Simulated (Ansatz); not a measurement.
Input file for Cl₂H₄OSi₂, SMILES `O[SiH2][SiH](Cl)Cl`:

```yaml
crystal:
  periodic: [false, false, false]
  atoms:
    - {symbol: O, position_ang: [0.741629, -0.157109, -1.858089]}
    - {symbol: Si, position_ang: [0.875433, -0.634734, -0.288892]}
    - {symbol: Si, position_ang: [-0.879688, 0.324902, 0.940668]}
    - {symbol: Cl, position_ang: [-2.666023, -0.607061, 0.556488]}
    - {symbol: Cl, position_ang: [-0.990524, 2.274466, 0.264910]}
    - {symbol: H, position_ang: [0.557248, 0.770430, -2.020053]}
    - {symbol: H, position_ang: [2.150932, -0.185472, 0.338380]}
    - {symbol: H, position_ang: [0.809545, -2.114581, -0.277164]}
    - {symbol: H, position_ang: [-0.724652, 0.386659, 2.412652]}
basis:
  gaussian: {orbitals: def2-TZVPP}
correlation: {method: ccsd_t}
```

```sh
$ ansatz run in.yaml --threads 4 --pin off --events-out ev --progress --plain --max-ram 10444MiB
```

Log, shortened:

```
Functional definition: HF
1499 factors; integrals over basis functions are off by at most 1.1e-3 eV
mean field evaluation 1: about -42834.8760 eV, gradient 3.8e1 eV
mean field evaluation 2: about -42835.2200 eV, gradient 3.9e1 eV
mean field evaluation 4: about -42838.6261 eV, gradient 3.3e0 eV
mean field evaluation 8: about -42838.6916 eV, gradient 3.0e-1 eV
mean field -42838.69190447 eV, -1574.2928903809 hartree, gradient 6.5e-6 eV, S^2 0.000000; 0 other end points of the search recorded, 0 dependent functions left out
21 core orbitals not correlated: weight in the atoms' cores, before any rotation towards them, 1.000 or more for the frozen orbitals, at most 0.000 for the correlated occupied ones
reference -42838.69190447 eV, -1574.2928903809 hartree; 16, 16 occupied and 218, 218 virtual orbitals, 1499 factors
second order -23.30166639 eV of doubles, -0.00000000 eV of singles
cycle   1  -24.26811705 eV  change   -9.7e-1 eV  update   1.0e-1
cycle   2  -24.83228729 eV  change   -5.6e-1 eV  update   3.0e-2
cycle   3  -24.94597464 eV  change   -1.1e-1 eV  update   1.5e-2
cycle   4  -24.93433045 eV  change    1.2e-2 eV  update   3.3e-3
cycle   5  -24.93215523 eV  change    2.2e-3 eV  update   1.5e-3
cycle   6  -24.93256367 eV  change   -4.1e-4 eV  update   4.4e-4
cycle   7  -24.93238888 eV  change    1.7e-4 eV  update   1.7e-4
cycle   8  -24.93235912 eV  change    3.0e-5 eV  update   5.8e-5
cycle   9  -24.93238801 eV  change   -2.9e-5 eV  update   2.5e-5
perturbative correction -0.99173288 eV, -0.0364455113 hartree
Total energy: -42864.61602537 eV, -1575.2455842519 hartree
```

Hardware: 4 threads of an Intel Xeon 6975P-C on a shared host. Wall time 43 s, peak host memory 5.5 GiB.

Correlation energy per correlated electron: -0.810 eV. T1 diagnostic: 0.0107.
